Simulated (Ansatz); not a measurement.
**CCSD(T) forces**

CHFI (SMILES F[CH-]I) (charge -1), singlet, displaced at random from a GFN2-xTB minimum.

F1  (-0.088, -1.167, 0.859)
C2  (0.428, -0.254, -0.161)
I3  (-1.236, 1.091, -1.035)
H4  (0.859, 0.448, 0.335)
(Å)

Program: Ansatz 0.2.0. Basis: def2-TZVPPD. Cores are frozen in the correlated methods. Filled d shells of the heavier atoms are correlated. Core potentials replace the inner electrons of the atoms past krypton. The def2 sets are not built for correlating such inner shells, so the correlated values are less sure here.

CCSD(T) forces from the calculation:
```json
{"atom": "F1", "Fx": "-0.041", "Fy": "1.019", "Fz (eV/Å)": "-0.379"}
{"atom": "C2", "Fx": "-2.376", "Fy": "-5.820", "Fz (eV/Å)": "-3.813"}
{"atom": "I3", "Fx": "-0.202", "Fy": "-0.030", "Fz (eV/Å)": "0.271"}
{"atom": "H4", "Fx": "2.619", "Fy": "4.832", "Fz (eV/Å)": "3.921"}
```

Root-mean-square difference of the force components from those of CCSD(T): PBE0-D4 0.163; wB97M-V 0.100; r2SCAN-D4 0.059; PBE-D4 0.136; r2SCANh-D4 0.102; BHLYP-D4 0.302 eV/Å.

No T1 diagnostic of these runs exceeds 0.014. These are differences at one structure, and CCSD(T) in triple zeta is itself an approximation.

For scale, one of the runs: CCSD(T)/def2-TZVPPD forces, 153 basis functions (an equivalent command: `ansatz run in.yaml --threads 4`). The run took 110 s on 4 CPU threads (shared host), with 2.3 GiB of host memory at its peak.
